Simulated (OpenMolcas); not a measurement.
Ta4+ (d1) in a complex was computed by CASSCF with the d shell active (OpenMolcas, ANO-RCC-VTZP on the metal). Its lowest spin-free states, and all those of the highest spin:

| 2S+1 | Degeneracy | E (cm-1) |
| --- | --- | --- |
| 2 | 2 | 0.0 |
| 2 | 1 | 392.1 |
| 2 | 1 | 34031 |
| 2 | 1 | 35643 |

Task: Is the site octahedral, tetrahedral or cube-like, axial, or of lower symmetry?

Result: The states with 2S+1 = 2 have orbital degeneracies 2, 1, 1, 1. There are pairs but no triples, so the site is axial: not cubic, but with a proper or improper axis of order three or more. The run had Ta4+ with 6 ligands (fluoride) in tetragonal octahedral coordination (D4h) at 1.99 Å, the axial distance 2.010 Å. A charge of +0.333 e stands 2.8 Å behind each ligand. Ligand basis ANO-RCC-VDZP.

An orbital doublet at a regular site is open to a Jahn-Teller distortion, which this geometry leaves out. The least metal-like active orbital is 77 % on the metal (Löwdin) and no ligand orbital is active, so the numbers are rough. With metal d orbitals alone the field can be off either way by tens of per cent. Ligand-to-metal charge-transfer states are missing. No measured value stands beside these numbers; the geometry was imposed, not optimised, and the real ion may take another.
